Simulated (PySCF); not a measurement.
Computed NMR parameters against published values

Atom-mapped SMILES (the numbers label the heavy atoms): `[CH3:1][S:2][CH2:3][c:4]1[cH:5][cH:6][cH:7][cH:8][cH:9]1`. Hydrogens are named by the atom that carries them.

[PySCF: GFN2-xTB geometry; shieldings: GIAO PBE0/pcSseg-1; relativity neglected; no solvent; rapidly exchanging positions averaged; a single conformation]

Reference values: estimated from measurements, as parent shift plus tabulated substituent increment (solution, not stated per compound (mostly CDCl3 or CCl4); Pretsch, Buehlmann, Badertscher, Structure Determination of Organic Compounds, 4th ed. (2009)).
```csv
atoms,quantity,reference,computed,"computed, scaled"
C5/C9,δ 13C,128.9,135.5,129.9
C6/C8,δ 13C,128.4,133.7,128.1
C7,δ 13C,126.9,132.2,126.7
```

Computed shifts are σ(ref) − σ with the named reference compound (TMS for H and C) calculated as an isolated molecule at the same level. The measured values may be among those fitted. Expected solution values come from regression of measured δ (H and C: mostly CDCl3, vs TMS) on computed σ: 13C: δ = 179.97 − 0.974σ -3.8 per attached S (rms 2.1 ppm, 958 shifts, 2.3 ppm with the 13 outliers that the fit left out). A few per cent of atoms miss by over 2 rms, more outside the fitted compound classes.

Question: How far are the unscaled 13C shifts from the references?

Answer: Mean signed difference +5.73 ppm, mean absolute 5.73 ppm over 3 comparisons; the largest is +6.6 ppm at C5/C9 (aromatic CH).
